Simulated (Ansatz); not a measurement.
Reaction (SMILES): CC1CCCC1 → CC1[CH]CCC1 + H atom (the C-H bond at the site shown breaks; other sites are not compared here)
Geometries: B3LYP-D3(BJ)/def2-TZVP minima from Ansatz (an electronic-structure program), one conformer each, not searched for the lowest. Frequencies are from Ansatz.

Wanted: bond dissociation energy (enthalpy at 298 K, with B3LYP-D3(BJ) rigid-rotor harmonic-oscillator terms), in kcal/mol. Valence correlation only, unless marked. Open shells are spin-unrestricted. No spin-orbit coupling. No relativistic terms. Basis-set limits of correlation are two-point, X^-3; Hartree-Fock from the larger set. The bracket is a focal-point correction in the basis named.

```csv
level,program,bond dissociation energy (kcal/mol)
SVWN5/def2-TZVPD,Ansatz,102.1
PBE0/def2-SVP,Ansatz,…
PBE0-D3(BJ)/def2-TZVPD,Ansatz + dftd3,91.7
PBE0-D4/def2-TZVP,Ansatz + dftd4,91.7
PBE0/def2-TZVP,Ansatz,91.3
BHLYP-D3(BJ)/def2-TZVPD,Ansatz + dftd3,92.8
LC-wPBE-D4/def2-TZVPD,Ansatz + dftd4,…
wB97X-V/def2-TZVPD,Ansatz,95.3
B2GP-PLYP/def2-TZVPD,Ansatz,93.7
SCS-MP2/6-31G*,Ansatz,89.9
SCS-MP2/cc-pVDZ,Ansatz,93.7
CCSD/6-31G,Ansatz,…
CCSD/cc-pVTZ,Ansatz,…
"RI-MP2/CBS(cc-pVTZ,cc-pVQZ)+[CCSD(T)-MP2]/cc-pVTZ",Ansatz,97.3
```

Task: Complete the blanks.

Result: 
- PBE0/def2-SVP, bond dissociation energy (kcal/mol): 91.5
- LC-wPBE-D4/def2-TZVPD, bond dissociation energy (kcal/mol): 92.0
- CCSD/6-31G, bond dissociation energy (kcal/mol): 85.9
- CCSD/cc-pVTZ, bond dissociation energy (kcal/mol): 94.9
